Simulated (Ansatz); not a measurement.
Geometry optimisation, Ansatz, RHF/def2-SVP.

input.yaml

```yaml
crystal:
  periodic: [false, false, false]
  atoms:
    - { symbol: Ga, position_ang: [-0.958241, 0.854676, 0.27833] }
    - { symbol: H, position_ang: [1.541147, 0.301116, 1.346373] }
    - { symbol: C, position_ang: [2.117333, 0.029438, 0.450457] }
    - { symbol: H, position_ang: [1.604292, -0.76022, -0.093723] }
    - { symbol: H, position_ang: [2.228362, 0.907071, -0.186805] }
    - { symbol: H, position_ang: [3.10519, -0.312319, 0.759873] }
    - { symbol: O, position_ang: [-0.99114, -0.705987, -0.613755] }
    - { symbol: H, position_ang: [-1.687142, -1.160575, -1.060049] }
basis:
  gaussian: { orbitals: def2-SVP }
hamiltonian:
  xc: hf
relax:
  f_tol: 0.03
  max_steps: 50
```

Run as:

```bash
$ ansatz run input.yaml --threads 1 --pin off --max-ram 2048MiB --backend cpu --events-out ev --progress --plain --runs-dir out
```

Problem. Where does it end, and by what steps?

Solution. The run converged. The force dipped under the threshold on the way, but the program's further checks kept it going. After 22 steps the energy has fallen by 0.175 eV; Ga1 moved furthest, 2.02 Å.

| step | energy less start (eV) | largest force component (eV/Å) | accepted |
| --- | --- | --- | --- |
| 0 | 0.0000 | 0.364 | yes |
| 1 | -0.0683 | 0.173 | yes |
| 2 | -0.1046 | 0.253 | yes |
| 3 | -0.1242 | 0.226 | yes |
| 4 | -0.1310 | 0.205 | yes |
| 5 | -0.1336 | 0.229 | yes |
| 6 | -0.1376 | 0.237 | yes |
| 7 | -0.1425 | 0.276 | yes |
| 8 | -0.1491 | 0.155 | yes |
| 9 | -0.1567 | 0.117 | yes |
| 10 | -0.1588 | 0.307 | yes |
| 11 | -0.1616 | 0.252 | yes |
| 12 | -0.1654 | 0.013 | yes |
| 13 | -0.1633 | 0.441 | no |
| 14 | -0.1671 | 0.162 | yes |
| 15 | -0.1687 | 0.140 | yes |
| 16 | -0.1699 | 0.213 | yes |
| 17 | -0.1717 | 0.124 | yes |
| 18 | -0.1729 | 0.074 | yes |
| 19 | -0.1737 | 0.093 | yes |
| 20 | -0.1741 | 0.070 | yes |
| 21 | -0.1744 | 0.032 | yes |
| 22 | -0.1745 | 0.021 | yes |

```xyz
8
Properties=species:S:1:pos:R:3
Ga -2.862 0.536 -0.331
H 2.536 0.264 1.568
C 2.420 0.014 0.513
H 1.360 -0.024 0.262
H 2.914 0.773 -0.093
H 2.880 -0.956 0.321
O -1.300 -0.325 -0.487
H -0.989 -1.128 -0.873
```

Time of the run: 28 s on 1 thread of Arm Neoverse V2, with other jobs on the host, peak memory 0.16 GiB.
